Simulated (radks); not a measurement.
Q: Au, 79 electrons, occupied as [Xe] 4f12 5d8 6s0.5 6p4.5 (fractional occupations, a model configuration). Method: Dirac Kohn-Sham, PBEsol, spin-unpolarised, spherical densities, point nucleus; open shells are shared between the two j in proportion to 2j + 1; computed with a radial shooting solver on a logarithmic mesh with Libxc functionals. Some entries of the table are withheld. Estimate them.

| orbital | occ. | eigenvalue (hartree) | <r^2> (bohr^2) |
|---|---|---|---|
| 1s1/2 | 2 | -2964.757 | (1) |
| 2s1/2 | 2 | -524.2181 | 0.005939 |
| 2p1/2 | 2 | -502.7116 | 0.004204 |
| 2p3/2 | 4 | -435.2982 | 0.005393 |
| 3s1/2 | 2 | -125.2585 | (2) |
| 3p1/2 | 2 | -115.6046 | 0.03519 |
| 3p3/2 | 4 | -100.7312 | 0.04160 |
| 3d3/2 | 4 | -84.71833 | 0.03192 |
| 3d5/2 | 6 | -81.52367 | 0.03366 |
| 4s1/2 | 2 | (3) | 0.1854 |
| 4p1/2 | 2 | -24.42001 | 0.1888 |
| 4p3/2 | 4 | -20.79550 | 0.2205 |
| 4d3/2 | 4 | -14.06031 | 0.2308 |
| 4d5/2 | 6 | -13.37837 | 0.2418 |
| 5s1/2 | 2 | -5.05393 | 0.9036 |
| 4f5/2 | 5.14286 | -4.73614 | 0.2724 |
| 4f7/2 | 6.85714 | -4.58669 | 0.2793 |
| 5p1/2 | 2 | -3.65719 | 1.038 |
| 5p3/2 | 4 | -2.96942 | 1.231 |
| 5d3/2 | 3.2 | -1.01077 | (4) |
| 5d5/2 | 4.8 | -0.92582 | (5) |
| 6s1/2 | 0.5 | -0.53127 | 5.899 |
| 6p1/2 | 1.5 | -0.24545 | (6) |
| 6p3/2 | 3 | -0.18112 | (7) |

A: 
(1) 1s1/2 <r^2> (bohr^2): 0.0003932
(2) 3s1/2 <r^2> (bohr^2): 0.03858
(3) 4s1/2 eigenvalue (hartree): -28.53762
(4) 5d3/2 <r^2> (bohr^2): 1.955
(5) 5d5/2 <r^2> (bohr^2): 2.081
(6) 6p1/2 <r^2> (bohr^2): 9.046
(7) 6p3/2 <r^2> (bohr^2): 11.46
